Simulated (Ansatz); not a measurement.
`N#CO[SiH3]` + `FBN[SiH3]` → `FBN([SiH3])[SiH3]` + `N#CO` at 700 K and 1 bar (ligand exchange at the Si–O bond).

Calculated with Ansatz (gas phase, PBE0-D4/def2-TZVP geometries, no zero-point term in ΔE). CCSD(T)/CBS adds triple-zeta CCSD(T) − MP2 to the extrapolated MP2 energy (def2 sets, frozen cores). This one scheme is used for every species. Each species was taken in one conformer, which may not be the lowest.

```json
{"species": "`N#CO[SiH3]`", "CCSD(T)/CBS energy (Eh)": "-458.79584", "H − E (kJ/mol)": "155.7", "S (J/(mol·K))": "384.6"}
{"species": "`FBN[SiH3]`", "CCSD(T)/CBS energy (Eh)": "-471.49367", "H − E (kJ/mol)": "218.0", "S (J/(mol·K))": "416.5"}
{"species": "`FBN([SiH3])[SiH3]`", "CCSD(T)/CBS energy (Eh)": "-761.79139", "H − E (kJ/mol)": "283.0", "S (J/(mol·K))": "501.8"}
{"species": "`N#CO`", "CCSD(T)/CBS energy (Eh)": "-168.48100", "H − E (kJ/mol)": "90.2", "S (J/(mol·K))": "286.3"}
```

H − E and S are ideal-gas, rigid-rotor, harmonic terms from PBE0-D4/def2-TZVP, for one conformer and one mirror image of each species. 1 Eh = 2625.50 kJ/mol, R = 8.31446 J/(mol·K).

By hand: ΔE, ΔH, ΔS and ΔG.

ΔE = (-761.79139) + (-168.48100) − (-458.79584) − (-471.49367) = 0.01712 Eh = 44.9 kJ/mol. Δ(H − E) = 283.0 + 90.2 − 155.7 − 218.0 = -0.5, so ΔH = 44.4 kJ/mol. ΔS = 501.8 + 286.3 − 384.6 − 416.5 = -13.0 J/(mol·K). ΔG = 44.4 − 700 × (-13.0)/1000 = 53.5 kJ/mol.

By hand: the equilibrium constant, and the temperature at which ΔG would vanish if ΔH and ΔS stayed fixed.

log₁₀ K = −ΔG/(RT ln 10) = -4.0. ΔH and −TΔS have one sign here, so there is no such temperature.

The number of gas molecules stays the same, so ΔS is small and ΔH decides. A doubt of 5 kJ/mol in ΔE shifts log₁₀ K by 0.4 here. Other conformers and mirror images would add mixing entropy, several J/(mol·K) or more a flexible species. These are equilibria of isolated gas molecules and say nothing of rates. Largest T1 diagnostic: 0.014 (customary marks: 0.02 for closed shells, 0.045 for open ones).
